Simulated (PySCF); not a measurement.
S2 (SMILES S=S), triplet, geometry from GFN2-xTB; R2SCAN/def2-SV(P) (PySCF).

Input for PySCF:
```python
from pyscf import gto, scf, dft

mol = gto.Mole()
mol.atom = '''
    S    -0.000000   -0.000000   -0.950021
    S     0.000000    0.000000    0.950021
'''
mol.basis = 'def2-sv(p)'
mol.charge = 0
mol.spin = 2
mol.verbose = 4
mol.build()

mf = dft.UKS(mol)
mf.xc = 'r2scan'
mf.kernel()
```

Output, abridged:

```
PySCF version 2.14.0

[INPUT] verbose = 4
[INPUT] num. atoms = 2
[INPUT] num. electrons = 32
[INPUT] charge = 0
[INPUT] spin (= nelec alpha-beta = 2S) = 2
[INPUT] symmetry False subgroup None
[INPUT] Mole.unit = angstrom
[INPUT] Symbol           X                Y                Z      unit          X                Y                Z       unit  Magmom
[INPUT]  1 S      0.000000000000   0.000000000000  -0.950021000000 AA    0.000000000000   0.000000000000  -1.795279502585 Bohr   0.0
[INPUT]  2 S      0.000000000000   0.000000000000   0.950021000000 AA    0.000000000000   0.000000000000   1.795279502585 Bohr   0.0

nuclear repulsion = 71.2980902503839
number of shells = 16
number of NR pGTOs = 72
number of NR cGTOs = 36
basis = def2-sv(p)
ecp = {}

******** <class 'pyscf.dft.uks.UKS'> ********
method = UKS
initial guess = minao
damping factor = 0
level_shift factor = 0
DIIS = <class 'pyscf.scf.diis.CDIIS'>
diis_start_cycle = 1
diis_space = 8
diis_damp = 0
SCF conv_tol = 1e-09
SCF conv_tol_grad = None
SCF max_cycles = 50
direct_scf = True
direct_scf_tol = 1e-13
number electrons alpha = 17  beta = 15
XC library pyscf.dft.libxc version 7.1.2
    S. Lehtola, C. Steigemann, M. J. T. Oliveira, and M. A. L. Marques,  SoftwareX 7, 1–5 (2018)
XC functionals = r2scan
    J. W. Furness, A. D. Kaplan, J. Ning, J. P. Perdew, and J. Sun,  J. Phys. Chem. Lett. 11, 8208–8215 (2020)
    J. W. Furness, A. D. Kaplan, J. Ning, J. P. Perdew, and J. Sun,  J. Phys. Chem. Lett. 11, 9248–9248 (2020)
    J. W. Furness, A. D. Kaplan, J. Ning, J. P. Perdew, and J. Sun,  J. Phys. Chem. Lett. 11, 8208–8215 (2020)
    J. W. Furness, A. D. Kaplan, J. Ning, J. P. Perdew, and J. Sun,  J. Phys. Chem. Lett. 11, 9248–9248 (2020)
radial grids:
    Treutler-Ahlrichs [JCP 102, 346 (1995); DOI:10.1063/1.469408] (M4) radial grids

becke partition: Becke, JCP 88, 2547 (1988); DOI:10.1063/1.454033
pruning grids: <function nwchem_prune>
grids dens level: 3
symmetrized grids: False
atomic radii adjust function: <function treutler_atomic_radii_adjust>
small_rho_cutoff = 0
Set gradient conv threshold to 3.16228e-05
tot grids = 37760
init E= -796.204408863754

cycle= 1 E= -796.064551197089  delta_E= 0.14  |g|= 0.0453  |ddm|= 1.37
cycle= 2 E= -796.066313922013  delta_E= -0.00176  |g|= 0.0135  |ddm|= 0.0795
cycle= 3 E= -796.066400313306  delta_E= -8.64e-05  |g|= 0.0101  |ddm|= 0.0303
cycle= 4 E= -796.066466122188  delta_E= -6.58e-05  |g|= 0.000742  |ddm|= 0.0125
cycle= 5 E= -796.066466719426  delta_E= -5.97e-07  |g|= 0.000185  |ddm|= 0.00222
cycle= 6 E= -796.066466744073  delta_E= -2.46e-08  |g|= 4.45e-05  |ddm|= 0.00044
cycle= 7 E= -796.066466745698  delta_E= -1.63e-09  |g|= 2.18e-06  |ddm|= 9.85e-05
cycle= 8 E= -796.066466745705  delta_E= -6.37e-12  |g|= 3.11e-07  |ddm|= 7.1e-06
Extra cycle  E= -796.066466745704  delta_E= 1.14e-12  |g|= 9.44e-08  |ddm|= 7.97e-07
converged SCF energy = -796.066466745704  <S^2> = 2.0045394  2S+1 = 3.0030247
```
